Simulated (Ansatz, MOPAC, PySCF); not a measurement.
Species: C₅H₇, net charge 0, doublet state. SMILES: C(/C=C\[CH2])=C
Geometry from a B3LYP-D3(BJ)/def2-TZVP (Ansatz, a program for electronic structure) optimisation:
```
C
H 1 1.0848
C 1 1.4123 2 117.11
C 3 1.3612 1 127.37 2 -180.00
H 4 1.0808 3 120.78 1 180.00
H 4 1.0818 5 116.76 3 -180.00
H 3 1.0857 4 117.07 5 0.00
C 1 1.4140 2 116.74 3 180.00
C 8 1.3543 1 124.18 2 0.00
H 9 1.0810 8 121.59 1 180.00
H 9 1.0835 10 117.20 8 -180.00
H 8 1.0853 9 118.00 10 0.00
```
Charge 0, spin multiplicity 2.

Unscaled harmonic wavenumbers (cm⁻¹) in rising order, each level at the stationary point that it reaches from this structure (no distance between atoms moves by over 0.3 Å); the order of modes can differ between levels, and a negative number is imaginary. B3LYP-D3(BJ)/def2-TZVP (PySCF, at the structure above): 139, 221, 238, 398, 577, 613, 624, 819, 855, 887, 926, 998, 1011, 1042, 1101, 1199, 1274, 1318, 1386, 1450, 1486, 1552, 1596, 3136, 3142, 3147, 3157, 3160, 3234, 3240.

AM1 (MOPAC): 122, 202, 238, 416, 492, 514, 634, 811, 913, 927, 954, 956, 968, 1038, 1179, 1277, 1302, 1348, 1390, 1429, 1477, 1567, 1608, 3138, 3145, 3167, 3189, 3192, 3219, 3220. Zero-point energy 62.9 against 62.8 kcal/mol; where all levels lie over 400 cm⁻¹, the wavenumbers are on average 0.998 times those of B3LYP-D3(BJ)/def2-TZVP.

HF/3-21G (Ansatz): 154, 244, 258, 434, 586, 635, 663, 868, 888, 913, 972, 1038, 1053, 1114, 1185, 1270, 1314, 1359, 1498, 1575, 1621, 1657, 1669, 3305, 3310, 3317, 3331, 3339, 3398, 3405. Zero-point energy 66.3 against 62.8 kcal/mol; where all levels lie over 400 cm⁻¹, the wavenumbers are on average 1.053 times those of B3LYP-D3(BJ)/def2-TZVP.

HF/6-31G* (Ansatz): 151, 233, 253, 414, 577, 626, 643, 836, 840, 866, 968, 1009, 1029, 1099, 1158, 1260, 1306, 1353, 1474, 1561, 1612, 1656, 1671, 3323, 3328, 3335, 3347, 3353, 3418, 3425. Zero-point energy 65.9 against 62.8 kcal/mol; where all levels lie over 400 cm⁻¹, the wavenumbers are on average 1.041 times those of B3LYP-D3(BJ)/def2-TZVP.

B3LYP/6-31G* (Ansatz): 142, 219, 239, 394, 578, 610, 625, 817, 835, 866, 928, 1002, 1017, 1047, 1105, 1211, 1283, 1325, 1394, 1460, 1499, 1570, 1613, 3149, 3160, 3166, 3172, 3176, 3253, 3258. Zero-point energy 63.1 against 62.8 kcal/mol; where all levels lie over 400 cm⁻¹, the wavenumbers are on average 1.003 times those of B3LYP-D3(BJ)/def2-TZVP.
